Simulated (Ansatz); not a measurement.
Isolated molecules relaxed with PBE0-D4/def2-TZVP in Ansatz; ΔE leaves out vibrations. CCSD(T)/CBS is the MP2 limit (def2-TZVPP, def2-QZVPP) plus CCSD(T) − MP2 in def2-TZVPP, frozen cores. DFT in def2-TZVPP. HSE06 is defined as in plane-wave codes. def2 core potentials past Kr. For Ge, Te outer-core shells are correlated without core-valence functions, which leaves a few kJ/mol of doubt a bond. Scalar relativity is left out up to krypton. One conformer a species, not always the lowest.

Reaction (ligand exchange at a B–O bond): `OB(O)[O][GeH3]` + `[SiH3][TeH]` → `OB(O)[Te][SiH3]` + `[OH][GeH3]`

`OB(O)[O][GeH3]`:

```xyz
10

O    -1.063    0.355    1.180
B     0.250   -0.003    1.016
O     1.043   -0.145    2.124
O     0.743   -0.212   -0.232
Ge   -0.235   -0.045   -1.725
H    -1.298    0.475    2.102
H     1.939   -0.397    1.888
H    -1.393   -1.050   -1.675
H    -0.740    1.400   -1.829
H     0.753   -0.379   -2.849
```

`[SiH3][TeH]`:

```xyz
6

Si   -0.252    0.509    0.313
Te    1.505   -1.141   -0.326
H    -1.419   -0.157    0.943
H     0.405    1.407    1.295
H    -0.710    1.294   -0.860
H     0.471   -1.913   -1.366
```

`OB(O)[Te][SiH3]`:

Z-matrix (Å, degrees):
```
Si
Te 1 2.486
H 1 1.483 2 109.8
H 1 1.495 2 109.1 3 118.4
H 1 1.484 2 112.7 3 -122.1
B 2 2.197 1 95.6 3 -140.2
O 6 1.353 2 114.2 1 -173.1
O 6 1.355 2 125.5 1 7.7
H 7 0.963 6 112.1 2 -178.2
H 8 0.962 6 114.5 2 2.1
```

`[OH][GeH3]`:

Cartesian coordinates in Å:
```
O -0.593 -1.222 -0.196
Ge 0.011 0.433 0.077
H 0.114 -1.855 -0.334
H -1.256 1.271 0.270
H 0.818 0.906 -1.148
H 0.905 0.466 1.331
```

```csv
level,ΔE (kcal/mol)
HSE06-D4,20.8
CAM-B3LYP-D4,25.1
SCS-MP2/def2-TZVPP,22.9
HF/CBS(def2),30.4
```

(1) What does CCSD(T)/CBS give? (Estimate.)

Largest T1 diagnostic among the species: 0.012.

Answers

(1) Ansatz gave: +21.9 kcal/mol. The listed levels differ from it by -1.1, 3.2, 1.0, 8.5 kcal/mol.

The D4 term adds −1.1 kcal/mol with B3LYP and −0.6 kcal/mol with PBE0; it sums over pairs of atoms, weighted by their polarisabilities, and B3LYP, whose exchange is more repulsive, gets the larger term. From BLYP to BHLYP (50 % exact exchange), in def2-TZVPP and without D4, ΔE moves by +3.9 kcal/mol. In def2-TZVPP, CCSD(T) changes the Hartree–Fock value by −7.0 kcal/mol (the triples alone add −1.5 kcal/mol) and MP2 by −9.3 kcal/mol.

B3LYP here is the variant with VWN-RPA as its local correlation; programs differ in this.
